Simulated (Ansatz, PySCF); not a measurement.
CBr₃, SMILES Br[C](Br)Br (connectivity only; charge and spin as stated), charge +1, multiplicity 1. Atoms are numbered in the order given.

```xyz
4

Br    -1.5741    -0.9088    -0.0113
C      0.0000     0.0000    -0.0112
Br     1.5741    -0.9088    -0.0113
Br     0.0000     1.8176    -0.0113
```
Charge +1, spin multiplicity 1.

Coordinates come from a TPSSh-D3(BJ)/def2-SVP optimisation. The spin state was assumed, not searched. The isomer is the one that the SMILES or the coordinates give; other isomers of the formula were not compared.

Two levels are set side by side: PBE-D3(BJ)/def2-SVP (Ansatz, a first-principles code) and TPSSh-D3(BJ)/def2-SVP (PySCF). Each level has its own optimised geometry; the coordinates shown are those of the second. Frequencies come from the Hessian of PySCF at each geometry. Differences are taken from unrounded values.

```
quantity                            TPSSh-D3(BJ)
----------------------------------  ------------
mean bond length (Å)                       1.818
bond Br1–C2 (Å)                            1.818
bond C2–Br3 (Å)                            1.818
bond C2–Br4 (Å)                            1.818
highest harmonic wavenumber (cm⁻¹)           885
mean harmonic wavenumber (cm⁻¹)              481
zero-point energy (kcal/mol)                4.12
```

What does PBE-D3(BJ) give, and how far is it from TPSSh-D3(BJ)? (Estimate from the structure and the level; the computed values follow.)


```csv
quantity,PBE-D3(BJ),PBE-D3(BJ) minus TPSSh-D3(BJ)
mean bond length (Å),1.825,0.008
bond Br1–C2 (Å),1.825,0.008
bond C2–Br3 (Å),1.825,0.008
bond C2–Br4 (Å),1.825,0.008
highest harmonic wavenumber (cm⁻¹),867,-18
mean harmonic wavenumber (cm⁻¹),472,-9
zero-point energy (kcal/mol),4.05,-0.08
```

Exact exchange shortens and stiffens bonds; PBE has none. Differences between two approximate levels are no errors against the true value.
